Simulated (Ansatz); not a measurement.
H₂, singlet, at a GFN2-xTB geometry. Base run: MP2/def2-SVP in Ansatz (an electronic-structure program).

The Ansatz input:
Ansatz 0.2 input:
```yaml
crystal:
  periodic: [false, false, false]
  atoms:
    - {symbol: H, position_ang: [-0.00000000, -0.00000000, -0.38834947]}
    - {symbol: H, position_ang: [0.00000000, 0.00000000, 0.38834947]}
basis:
  gaussian:
    orbitals: def2-SVP
magnetization: {spin_polarized: false}
correlation: {method: mp2}
```

Each row names what was changed in the base input (with any setting that the change needs).

```
change                 basis functions    E (Eh)  MP2 correlation (Eh)
---------------------  ---------------  --------  --------------------
base                                10  -1.15490              -0.02657
basis = STO-3G                       2  -1.12777              -0.01402
basis = 6-31+G*                      4  -1.14315              -0.01778
basis = 6-31G*                       4  -1.14315              -0.01778
basis = pcseg-0                      4  -1.13721              -0.01743
basis = cc-pVDZ                     10  -1.15489              -0.02670
basis = 6-311+G(2d,p)               12  -1.15932              -0.02795
basis = 6-311++G**                  14  -1.15935              -0.02797
basis = def2-TZVPD                  18       [?]                   [?]
basis = aug-pcseg-1                 18       [?]                   [?]
basis = pc-2                        28  -1.16380              -0.03173
basis = cc-pVQZ                     60       [?]                   [?]
basis = def2-QZVP                   60       [?]                   [?]
```

**Question.** What belongs in the gaps?

**Answer.** 
- basis = def2-TZVPD, E (Eh): -1.16005
- basis = def2-TZVPD, MP2 correlation (Eh): -0.02848
- basis = aug-pcseg-1, E (Eh): -1.15607
- basis = aug-pcseg-1, MP2 correlation (Eh): -0.02647
- basis = cc-pVQZ, E (Eh): -1.16553
- basis = cc-pVQZ, MP2 correlation (Eh): -0.03325
- basis = def2-QZVP, E (Eh): -1.16559
- basis = def2-QZVP, MP2 correlation (Eh): -0.03322

Totals compare only among sets that treat the same electrons; sets with core potentials leave the core out.
